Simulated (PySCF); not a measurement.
The numbers are results of B3LYP-D3(BJ)/def2-TZVP // PBE0-D4/def2-TZVP in PySCF 2.14.0, not measurements. All species are isolated molecules in the gas phase. One relaxed conformer stands for a flexible species; it need not be the lowest. B3LYP has the VWN-RPA correlation part, as in Gaussian. Delta-SCF ions had no search for a lower state. Excitations are Tamm–Dancoff values on a coarser integration grid. The basis has no diffuse functions, so Rydberg states are missing or too high.

Reference species (SMILES): `C=C=NC` (neutral, multiplicity 1).

```
Property                                   Value
--------------------------------------  --------
S1–T1 gap (TDA)                          0.46 eV
T1 excitation (TDA)                      4.33 eV
HOMO                                    -6.40 eV
vertical ionisation energy (Delta-SCF)   8.86 eV
```

Changed species: `C=C=CN`.

### Question
What does the change do to the S1–T1 gap (TDA), T1 excitation (TDA), HOMO and vertical ionisation energy (Delta-SCF)?

### Answer
the S1–T1 gap (TDA) drops by 0.11 eV, to 0.35 eV; the T1 excitation (TDA) decreases by 0.33 eV, to 4.00 eV; the HOMO goes up by 0.58 eV, to -5.82 eV; the vertical ionisation energy (Delta-SCF) drops by 0.66 eV, to 8.20 eV.
